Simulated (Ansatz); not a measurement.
`FB[SiH2]Cl` and `CNB(F)[SiH2]Cl` differ in one atom or group.

Ansatz, PBE0-D4/def2-TZVP geometries, multiplicity 1. Each molecule was computed in one conformer, which needn't be the lowest.

```json
{"property": "HOMO energy (B3LYP/def2-TZVPP) / eV", "`FB[SiH2]Cl`": "-7.98"}
{"property": "HOMO energy (PBE0/def2-TZVPP) / eV", "`FB[SiH2]Cl`": "-8.18"}
{"property": "LUMO energy (PBE0/def2-TZVPP) / eV", "`FB[SiH2]Cl`": "-2.00"}
{"property": "HOMO–LUMO gap (PBE0/def2-TZVPP) / eV", "`FB[SiH2]Cl`": "6.18"}
{"property": "size of the dipole moment (B3LYP/def2-TZVPP) / D", "`FB[SiH2]Cl`": "1.70"}
{"property": "HOMO–LUMO gap (ωB97M-V/def2-TZVPP) / eV", "`FB[SiH2]Cl`": "10.35"}
```

What does the change do to each property? (Estimate.)

Ansatz gave: 
```tsv
property	`CNB(F)[SiH2]Cl`	shift
HOMO energy (B3LYP/def2-TZVPP) / eV	-7.88	0.10
HOMO energy (PBE0/def2-TZVPP) / eV	-8.11	0.07
LUMO energy (PBE0/def2-TZVPP) / eV	-0.32	1.68
HOMO–LUMO gap (PBE0/def2-TZVPP) / eV	7.79	1.61
size of the dipole moment (B3LYP/def2-TZVPP) / D	2.08	0.38
HOMO–LUMO gap (ωB97M-V/def2-TZVPP) / eV	11.94	1.59
```

With PBE0 the HOMO rises by 0.07 eV and the LUMO rises by 1.68 eV, so the gap widens by about 1.61 eV. PBE moves the HOMO by 0.10 eV and ωB97M-V by -0.01 eV. Dipoles are sizes alone; their direction can turn.

B3LYP here is the variant with VWN-RPA as its local correlation; programs differ in this.
